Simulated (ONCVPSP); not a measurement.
**Co: excitation energies, all-electron against ONCV**

Co (Z = 27), optimised norm-conserving Vanderbilt (ONCV), made with ONCVPSP 4.0.1 (PBEsol, scalar-relativistic). Core [Ne], reference 3s2 3p6 3d7 4s2. Waves: 3s+4s: rc 1.20 bohr, ncon 4, nbas 8, qcut 12.8 1/bohr, 3 projectors, debl 0.4 Ha; 3p: rc 0.85 bohr, ncon 4, nbas 9, qcut 11.3 1/bohr, 3 projectors, debl 1.2 Ha; 3d: rc 1.35 bohr, ncon 5, nbas 10, qcut 11.5 1/bohr, 2 projectors, debl 2.9 Ha. Local part: polynomial inside 0.55 bohr (lpopt 5, dvloc0 0 Ha). Core correction: Teter function fitted to the true core (icmod 2), fcfact 0.4.

In the p channel the program set the typed energies aside and used -2.407, 0.250, 1.450 Ha.

Energies are relative to the spin-unpolarised reference configuration 3s2 3p6 3d7 4s2; without spin polarisation the order of configurations can differ from experiment.

```tsv
valence configuration	charge	ΔE all-electron (eV)	error AE − PS (meV)
3s2 3p6 3d7 4s0	+2	25.744	+2.7
3s2 3p6 3d6 4s0	+3	61.581	+3.8
3s2 3p6 3d7 4s1.5	+0.5	3.613	-0.1
```

Question: What are ΔE and the potential's error for 3s2 3p6 3d7 4s1?

Answer: ΔE = 9.046 eV all-electron; the error (AE − PS) is +0.1 meV.

Levels in the configuration 3s2 3p6 3d6 4s0:

| level | all-electron (eV) | pseudo (eV) |
| --- | --- | --- |
| 3s | -140.430 | -140.450 |
| 3p | -103.589 | -103.600 |
| 3d | -45.131 | -45.092 |
